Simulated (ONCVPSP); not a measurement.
oxygen (O), ONCV: configuration errors across variants

ONCVPSP 4.0.1 input, shortened (lines: element, Z, core and valence counts, functional; n l f; lmax; l rc ep ncon nbas qcut; lloc lpopt rc5 dvloc0; l nproj debl; icmod fcfact rcfact), LDA (Perdew-Wang 92), scalar-relativistic:

```
  O 8.00    1    2  -001012      upf
    1    0    2.00
    2    0    2.00
    2    1    2.00
    2
    0    0.70    0.00    3    7    8.70
    1    1.25    0.00    4    7   11.60
    2    1.05    0.20    4    7    9.30
    4    3    0.65    1.00
    0    2    1.10
    1    1    2.10
    2    2    3.40
    1    0.35    0.00
```

In the s channel the program set the typed energies aside and used -2.132, 0.250 Ha.

All-electron excitation energies from the reference (eV): (1) 2s2 2p4 -50.298; (2) 2s2 2p3 -33.713; (3) 2s2 2p1 53.971; (4) 2s2 2p0 130.935.

Errors AE − PS in meV (a dash: test not solved or not reliable):

| change | (1) | (2) | (3) | (4) | bound ghosts | GHOST(+) flags above zero |
| --- | --- | --- | --- | --- | --- | --- |
| base | +49 | +25 | +68 | +433 | none | none |
| core correction polynomial model core, fcfact 0.24 | +50 | +25 | +69 | +435 | none | none |
| core correction polynomial model core, fcfact 0.34 | +49 | +25 | +68 | +433 | none | none |
| core correction polynomial model core, fcfact 0.62 | +49 | +25 | +68 | +430 | none | none |
| core correction polynomial model core, fcfact 0.78 | +49 | +25 | +68 | +427 | none | none |
| core correction polynomial model core, fcfact 1.14 | +49 | +24 | +67 | +427 | none | none |

(1) Give the same row for: core correction polynomial model core, fcfact 1.

Answers

(1) +49, +24, +67, +427; bound ghosts: none; GHOST(+) flags above zero: none.
